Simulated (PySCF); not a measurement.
**Rh+: ionisation energy**

Rh+ [Kr] 4d8 (3F) → Rh(2+) [Kr] 4d7 (4F), as a difference of total energies. All numbers are calculated (PySCF 2.14, the spin-free X2C one-electron Hamiltonian (Gaussian nucleus), in x2c-TZVPall). Correlated levels: valence: [Kr] frozen. The calculations carry no spin-orbit coupling.

Q: Order these methods by the ionisation energy they give, lowest first.
A. BP86
B. B3LYP
C. UHF
D. SCS-MP2 (valence)

A: C (16.162 eV), D (17.444 eV), B (18.415 eV), A (18.617 eV).

The reference lies between the lowest fine-structure levels, while these numbers refer to the centres of the terms.

Errors of the correlated levels include the incompleteness of this basis and the frozen core.

For comparison: 18.08 eV (semi-empirical (NIST evaluation); NIST Atomic Spectra Database, ionization energies).
